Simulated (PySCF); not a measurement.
C4H9NS, SMILES C/N=C(\C)SC.

Geometry optimised at B3LYP-D3(BJ)/def2-SVP. The structure was generated by enumeration; whether it is a known compound was not checked.

Level of theory: r2SCAN/def2-TZVP (PySCF).

The molecule is in vacuum.

```json
{
 "total_energy": "-610.70790 hartree",
 "point_group": "Cs",
 "highest_occupied_level": "-5.57 eV",
 "lowest_empty_level": "-0.76 eV",
 "orbital_gap": "4.81 eV",
 "dipole_moment": "1.00 D",
 "quadrupole, principal values (traceless, Buckingham form, about the centre of nuclear charge)": "-4.35, -3.40, 7.75 D·Å",
 "mean_static_polarisability": "79.3 bohr³ (11.75 Å³)",
 "polarisability_principal_values": "55.1, 81.5, 101.3 bohr³"
}
```
